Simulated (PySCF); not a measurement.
**Bond curve of SnCl**

Set-up: Sn x2c-SVPall, Cl x2c-SVPall; spin-free X2C with a Gaussian nucleus (PySCF 2.14). Energies in eV from Sn + Cl in their ground configurations at the same level. State: ²Π (doublet), unpaired electrons π ↑.

All columns are PBE. A positive dipole means Sn(−)Cl(+).

```json
{"R (Å)": "2.057", "E (eV)": "-2.858", "μ (D)": "-0.41", "Mulliken charge on Sn (basis-dependent)": "0.17", "HOMO (eV)": "-3.35", "LUMO (eV)": "-3.29", "Mayer bond order": "1.31", "⟨S²⟩": "0.75"}
{"R (Å)": "2.153", "E (eV)": "-3.522", "μ (D)": "-0.95", "Mulliken charge on Sn (basis-dependent)": "0.21", "HOMO (eV)": "-3.50", "LUMO (eV)": "-3.44", "Mayer bond order": "1.26", "⟨S²⟩": "0.75"}
{"R (Å)": "2.248", "E (eV)": "-3.890", "μ (D)": "-1.49", "Mulliken charge on Sn (basis-dependent)": "0.24", "HOMO (eV)": "-3.64", "LUMO (eV)": "-3.58", "Mayer bond order": "1.23", "⟨S²⟩": "0.75"}
{"R (Å)": "2.320", "E (eV)": "-4.026", "μ (D)": "-1.87", "Mulliken charge on Sn (basis-dependent)": "0.26", "HOMO (eV)": "-3.75", "LUMO (eV)": "-3.68", "Mayer bond order": "1.21", "⟨S²⟩": "0.75"}
{"R (Å)": "2.392", "E (eV)": "-4.075", "μ (D)": "-2.25", "Mulliken charge on Sn (basis-dependent)": "0.28", "HOMO (eV)": "-3.85", "LUMO (eV)": "-3.78", "Mayer bond order": "1.19", "⟨S²⟩": "0.75"}
{"R (Å)": "2.464", "E (eV)": "-4.057", "μ (D)": "-2.62", "Mulliken charge on Sn (basis-dependent)": "0.29", "HOMO (eV)": "-3.95", "LUMO (eV)": "-3.88", "Mayer bond order": "1.17", "⟨S²⟩": "0.75"}
{"R (Å)": "2.559", "E (eV)": "-3.961", "μ (D)": "-3.09", "Mulliken charge on Sn (basis-dependent)": "0.31", "HOMO (eV)": "-4.07", "LUMO (eV)": "-4.00", "Mayer bond order": "1.15", "⟨S²⟩": "0.75"}
{"R (Å)": "2.679", "E (eV)": "-3.764", "μ (D)": "-3.64", "Mulliken charge on Sn (basis-dependent)": "0.32", "HOMO (eV)": "-4.22", "LUMO (eV)": "-4.15", "Mayer bond order": "1.13", "⟨S²⟩": "0.75"}
{"R (Å)": "2.823", "E (eV)": "-3.467", "μ (D)": "-4.25", "Mulliken charge on Sn (basis-dependent)": "0.33", "HOMO (eV)": "-4.39", "LUMO (eV)": "-4.31", "Mayer bond order": "1.10", "⟨S²⟩": "0.75"}
{"R (Å)": "3.014", "E (eV)": "-3.035", "μ (D)": "-4.97", "Mulliken charge on Sn (basis-dependent)": "0.34", "HOMO (eV)": "-4.58", "LUMO (eV)": "-4.51", "Mayer bond order": "1.08", "⟨S²⟩": "0.76"}
```

A fit through these points gives, at Re = 2.406 Å, μ = -2.32 D and dμ/dR = -5.16 D/Å; the reduced mass is 27.07 u.

Task: How strong is the fundamental in the double-harmonic approximation, I = 42.26·(dμ/dR)²/μred km/mol?

Result: I = 42.26·(-5.16)²/27.07 = 41.6 km/mol at PBE.

These are scalar-relativistic numbers at best; spin–orbit coupling would shift them, the dissociation energy most. The state is the lowest determinant that a PBE0 search found; another state may lie lower at other levels.
